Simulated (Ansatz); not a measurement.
Several settings on one geometry of InH2(OH) (InOH3) (that of the charge 0 singlet, PBE-D4/def2-TZVP). Ansatz on 4 threads of Arm Neoverse V2 on a shared host; times are rough.

```tsv
atom	x (Å)	y (Å)	z (Å)
In1	0.389	0.493	-0.109
H2	2.090	0.420	-0.319
H3	-0.782	1.761	-0.110
O4	-0.366	-1.352	0.209
H5	-1.330	-1.322	0.330
```

Totals from different functionals, basis sets or treatments of relativity can't be compared as stabilities.

In the def2 sets In takes a core potential; there is no spin–orbit coupling. B3LYP takes the VWN-RPA correlation. Correlated methods freeze 5 core orbitals; core or outer-core shells of In are correlated, in sets that lack core-valence functions.

The spins typed aren't always the lowest for that charge.

Q: Give the basis size and estimate the energy, ⟨S²⟩ and time of these runs.

| run | method | charge | state | further keys |
| --- | --- | --- | --- | --- |
| 1 | ROKS LDA (SPW92)/def2-SVPD | 0 | triplet | point_charges: [{charge: 2.00, position_ang: [6.545, -0.139, -0.961]}]; scf: {lower_state_search: full} |
| 2 | UKS B2GP-PLYP/def2-SVP | -1 | doublet | point_charges: [{charge: 0.50, position_ang: [5.731, -0.159, 0.713]}]; accuracy: high; scf: {lower_state_search: off} |
| 3 | UKS B3LYP/def2-TZVP | 0 | singlet | point_charges: [{charge: 2.00, position_ang: [6.755, 0.294, -0.967]}]; scf: {omitted_lower_state_checks: [starts]} |
| 4 | UKS PBE0/def2-TZVP | -1 | doublet | fitting: {mean_field: def2-universal-jkfit}; final_grid: {core_spheres: 20, valence_spheres: 16, degree: 47}; nuclear_model: gaussian; scf: {omitted_lower_state_checks: [starts]} |

A: 
```tsv
run	functions	energy (Eh)	⟨S²⟩	wall time
1	79	-266.0437	–	3 s
2	55	-266.6694	0.76	1.5 s
3	99	-267.2675	0.00	0.85 s
4	99	-267.0999	0.75	1.2 s
```

The highest occupied level of an anion often lies above zero with these methods, and sets without diffuse functions describe the outer electron poorly.
